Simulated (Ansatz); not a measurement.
`C[SiH](Cl)Br` + H₂O → `C[SiH](O)Br` + HCl at 298.15 K and 1 bar (formal hydrolysis of the Si–Cl bond).

Calculated with Ansatz (gas phase, PBE0-D4/def2-TZVP geometries, no zero-point term in ΔE). CCSD(T)/CBS adds triple-zeta CCSD(T) − MP2 to the extrapolated MP2 energy (def2 sets, frozen cores). This one scheme is used for every species. For Br outer-core shells are correlated without core-valence functions, which leaves a few kJ/mol of doubt a bond. Scalar relativity is left out up to krypton. One conformer a species, not always the lowest.

```
       species  CCSD(T)/CBS energy (Eh)  H − E (kJ/mol)  S (J/(mol·K))
`C[SiH](Cl)Br`              -3362.75163           146.3          341.2
           H₂O                -76.37941            66.4          188.7
 `C[SiH](O)Br`              -2978.74949           179.7          339.5
           HCl               -460.38127            26.6          186.8
```

H − E and S are ideal-gas, rigid-rotor, harmonic terms from PBE0-D4/def2-TZVP, for one conformer and one mirror image of each species. 1 Eh = 2625.50 kJ/mol, R = 8.31446 J/(mol·K).

**Question.** By hand: ΔE, ΔH, ΔS and ΔG.

**Answer.** ΔE = (-2978.74949) + (-460.38127) − (-3362.75163) − (-76.37941) = 0.00028 Eh = 0.7 kJ/mol. Δ(H − E) = 179.7 + 26.6 − 146.3 − 66.4 = -6.4, so ΔH = -5.7 kJ/mol. ΔS = 339.5 + 186.8 − 341.2 − 188.7 = -3.6 J/(mol·K). ΔG = -5.7 − 298.15 × (-3.6)/1000 = -4.6 kJ/mol.

**Question.** By hand: the equilibrium constant, and the temperature at which ΔG would vanish if ΔH and ΔS stayed fixed.

**Answer.** log₁₀ K = −ΔG/(RT ln 10) = 0.8. ΔG = 0 at ΔH/ΔS = 1583 K, though so small a ΔH makes that figure unsure.

The number of gas molecules stays the same, so ΔS is small and ΔH decides. The sign of ΔG lies within the doubt. A doubt of 5 kJ/mol in ΔE shifts log₁₀ K by 0.9 here. Other conformers and mirror images would add mixing entropy, several J/(mol·K) or more a flexible species. These are equilibria of isolated gas molecules and say nothing of rates. Largest T1 diagnostic: 0.009 (customary marks: 0.02 for closed shells, 0.045 for open ones).
